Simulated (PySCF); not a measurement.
# Peak assignment

Bonds (- single, = double, # triple, : aromatic): C1-C2, C2-Si3, Si3-O4, Si3-C5, C5=C6, C6-Si7, Si7-C8, C8=C9, C9-Si3. C1 carries H10, H11, H12; C2 carries H13, H14; O4 carries H15; C5 carries H16; C6 carries H17; Si7 carries H18, H19; C8 carries H20; C9 carries H21.

Level of theory: geometry from PBE0-D3(BJ)/def2-SVP, PBE0/pcSseg-1 with gauge-including orbitals, in PySCF (isolated molecule, equivalent nuclei averaged, one computed conformer, non-relativistic Hamiltonian).

Referencing at the same level of theory: ¹³C (σref 184.41) and ¹H (σref 31.27) against TMS.

Q: Assign these signals to the numbered atoms. ¹³C{¹H} NMR (computed): δ 160.9, 154.3, 10.1, 7.8.

A: 
| δ (ppm) | atoms | environment | reason |
| --- | --- | --- | --- |
| 160.9 | C5/C9 | alkene CH | the olefinic region |
| 154.3 | C6/C8 | alkene CH | – |
| 10.1 | C2 | sp3 CH2 bonded to Si | an electropositive neighbour leaves it electron-rich and shielded |
| 7.8 | C1 | methyl carbon | aliphatic region, no heteroatom directly attached |

Q: Assign these signals to the numbered atoms. ¹H NMR (400 MHz, computed): δ 7.31 (d, 2H), 7.14 (m, 2H), 4.46 (m, 1H), 4.40 (m, 1H), 1.20 (t, 3H), 0.88 (br s, 1H), 0.57 (q, 2H).

A: 
| δ (ppm) | atoms | environment | reason |
| --- | --- | --- | --- |
| 7.31 | H16/H21 | hydrogen on an alkene CH | olefinic region |
| 7.14 | H17/H20 | hydrogen on an alkene CH | – |
| 4.46 | H18 | hydrogen on a silicon bonded to 2 C, in a 6-membered ring | – |
| 4.40 | H19 | hydrogen on a silicon bonded to 2 C, in a 6-membered ring | – |
| 1.20 | H10/H11/H12 | hydrogen on a methyl carbon | – |
| 0.88 | H15 | hydrogen on an oxygen bonded to Si | exchangeable; this is the value without hydrogen bonding to other molecules |
| 0.57 | H13/H14 | hydrogen on an sp3 CH2 bonded to Si | an electropositive neighbour shields it, as in TMS itself |

H18 and H19 lie closer than the usual error of such a calculation, so a measured spectrum could show them in the other order.

Exchangeable OH/NH protons stand at their gas-phase positions; hydrogen bonding in a real sample shifts them, mostly to higher δ. Shifts are as computed. Against solution values, carbons near 30 ppm lie about +2 ppm off and those near 130 ppm about +5 ppm. Of 1309 compounds with measured shifts, 239 miss one by over three times the rms of a fit or turn the order of signals round; such compounds aren't used in these exercises. Multiplicities follow the n + 1 count of equivalent neighbours, as no J values were calculated; m marks all less simple cases, F and P coupling included.
